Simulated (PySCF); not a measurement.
**Shapes and spin states of RuOBr**

These are results of PBE0 in PySCF with Ru def2-SVP with ECP28, O def2-SVP, Br def2-SVP; scalar-relativistic core potentials, no spin–orbit coupling; density-fitted integrals, not measurements.

Relaxations began from a few typed shapes and spin states; open shells are unrestricted. The search is not exhaustive: other isomers or separated fragments can lie lower, and high-lying points may rest on an excited occupation.

Question: Order these stationary points by electronic energy, lowest first, in kJ/mol from the lowest minimum.
A. sextet C∞v: Ru–Br 2.446 Å, Ru–O 1.764 Å; Br–Ru–O 180.0°
B. sextet Cs: Ru–Br 2.437 Å, Ru–O 1.761 Å; Br–Ru–O 156.6°
C. quartet Cs: Ru–Br 2.373 Å, Ru–O 1.667 Å; Br–Ru–O 121.8°
D. quartet Cs: Ru–Br 2.368 Å, Ru–O 1.667 Å; Br–Ru–O 125.2°
E. quartet C∞v: Ru–Br 2.400 Å, Ru–O 1.695 Å; Br–Ru–O 180.0°
F. doublet (⟨S²⟩ 1.17) Cs: Ru–Br 2.351 Å, Ru–O 1.621 Å; Br–Ru–O 134.9°
G. doublet (⟨S²⟩ 1.15) C∞v: Ru–Br 2.368 Å, Ru–O 1.637 Å; Br–Ru–O 180.0°

Answer: C (0.0), D (5.0), F (22.7), E (42.8), G (49.8), B (62.8), A (64.3).

Question: Which of them are minima?

Answer: By energy in kJ/mol, 0.0: minimum; 5.0: minimum; 22.7: minimum; 42.8: saddle point, 1 imaginary mode; 49.8: saddle point, 2 imaginary modes; 62.8: minimum; 64.3: saddle point, 2 imaginary modes.

Formally Ru is in oxidation state +3, d5, with 3 unpaired electrons (the high-spin count would be 5). The Mulliken spin on Ru is 2.45. The polar-tensor charge on Ru, 1.11, is far below the formal one.

For the lowest minimum: open d and f shells are described by one determinant, and the ground state may have another occupation or spin.

The electron or spin density has lower symmetry than the nuclear frame for the quartet C∞v at 42.8 kJ/mol, doublet (⟨S²⟩ 1.15) C∞v at 49.8 kJ/mol.
